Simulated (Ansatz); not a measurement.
Basis-set extrapolation for CH$_{5}$BOSi, SMILES `CB1O[SiH2]1` (PBE0-D4/def2-TZVP geometry, frozen core, Ansatz 0.2.0). Multiplicity 1, RHF reference.

```tsv
	def2-TZVPP	def2-QZVPP
HF	-429.354121	-429.369854
MP2 correlation	-0.626431	-0.671070
CCSD(T) correlation	-0.688313	not run
```

Energies in hartree. Use E(X) = E(∞) + A·exp(−7.88·√X) for Hartree–Fock and E(X) = E(∞) + B·X^(−2.97) for correlation, with X = 3 and 4, and add CCSD(T) minus MP2 of the smaller set to the MP2 limit.

**Question.** What is the CCSD(T) energy at the basis-set limit?

**Answer.** HF limit: -429.369854 + (-0.015733) × 0.13774 = -429.37202. MP2 limit: -0.671070 + (-0.044639) × 0.74074 = -0.70414. Higher-order term: -0.688313 − (-0.626431) = -0.06188. Total: -430.13804 hartree, 251.0 kJ/mol below CCSD(T)/def2-TZVPP.
